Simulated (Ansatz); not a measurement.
Pb, triplet (core potentials on Pb); Ansatz (a quantum-chemistry and plane-wave program) with WB97X-V/def2-SVPD.

Input for Ansatz:
Ansatz 0.2 input:
```yaml
crystal:
  periodic: [false, false, false]
  atoms:
    - {symbol: Pb, position_ang: [0.00000000, 0.00000000, 0.00000000]}
basis:
  gaussian:
    orbitals: def2-SVPD
hamiltonian:
  xc: {name: wB97X-V}
magnetization: {spin_polarized: true, initial_magnetization: 2}
accuracy: high
```

Output, abridged:

```
Functional definition: wB97X-V
268 factors; integrals over basis functions are off by at most 2.8e-9 eV
128 factors; integrals over basis functions are off by at most 2.7e-9 eV
mean field evaluation 1: about -5246.1990 eV, gradient 2.3e0 eV
mean field evaluation 2: about -5246.2638 eV, gradient 6.4e-1 eV
mean field evaluation 4: about -5246.2665 eV, gradient 6.4e-1 eV
mean field evaluation 8: about -5246.2721 eV, gradient 2.3e-3 eV
mean field evaluation 16: about -5246.2721 eV, gradient 4.6e-7 eV
mean field -5246.27209479 eV, -192.7969434327 hartree, gradient 4.4e-8 eV, S^2 2.003835; 0 other end points of the search recorded, 0 dependent functions left out
reference -5246.27209491 eV, -192.7969434368 hartree; 12, 10 occupied and 20, 22 virtual orbitals, 268 factors
Total energy: -5246.27209491 eV, -192.7969434368 hartree
```
